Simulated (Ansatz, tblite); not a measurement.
Isomers of SiGe₆ (singlet), found by a short tight-binding search and relaxed with B3LYP-D4/def2-SVP in Ansatz.

The xTB rows come from tblite. Correlated methods freeze 59 core orbitals; core or outer-core shells of Ge are correlated, in sets that lack core-valence functions.

Other spin states weren't relaxed.

A:

```csv
atom,x (Å),y (Å),z (Å)
Si1,-1.2494,-0.9048,-0.0608
Ge2,0.7240,0.6721,-0.9796
Ge3,-1.0287,1.8971,0.5496
Ge4,2.5581,-0.3981,0.7195
Ge5,-2.1953,0.7351,-1.4768
Ge6,0.2976,0.0025,1.6994
Ge7,0.8936,-2.0040,-0.4513
```

B:

| atom | x (Å) | y (Å) | z (Å) |
| --- | --- | --- | --- |
| Si1 | -1.169 | 0.439 | 0.036 |
| Ge2 | -0.010 | -0.077 | 2.273 |
| Ge3 | 0.400 | 1.343 | -1.792 |
| Ge4 | 0.729 | 2.010 | 0.776 |
| Ge5 | -0.796 | -2.035 | 0.631 |
| Ge6 | -0.543 | -1.157 | -1.881 |
| Ge7 | 1.390 | -0.522 | -0.042 |

C:

Cartesian coordinates in Å:
```
Si -2.019 0.290 0.852
Ge 1.239 0.175 -1.908
Ge -0.335 -1.325 -0.337
Ge 0.042 -0.573 2.206
Ge 0.330 1.325 0.339
Ge -1.387 0.767 -1.638
Ge 2.130 -0.658 0.487
```

Task: Estimate their order by electronic energy at r2SCAN0-D4/def2-TZVP, counted from the lowest.

Result: B (0.0) < C (5.9) < A (26.1), in kcal/mol.

Task: Do the other levels pick the same lowest one?

Result: All that were run do. Energies above each level's lowest (kcal/mol):

```csv
level,A,B,C
GFN1-xTB,3.0,0.0,10.3
GFN2-xTB,17.5,0.0,1.1
HF/def2-SVP,21.0,0.0,4.0
PBE-D4/def2-TZVP,24.5,0.0,6.0
revPBE-D4/def2-TZVP,24.6,0.0,6.1
r2SCAN-D4/def2-TZVP,24.1,0.0,6.3
PBE0-D4/def2-TZVP,25.8,0.0,5.7
r2SCAN0-D4/def2-TZVP,26.1,0.0,5.9
MP2/def2-SVP,30.1,0.0,3.6
```
Point groups (tolerance 0.1 Å): A not assigned, B C5v, C C2v. Lower isomers may exist.
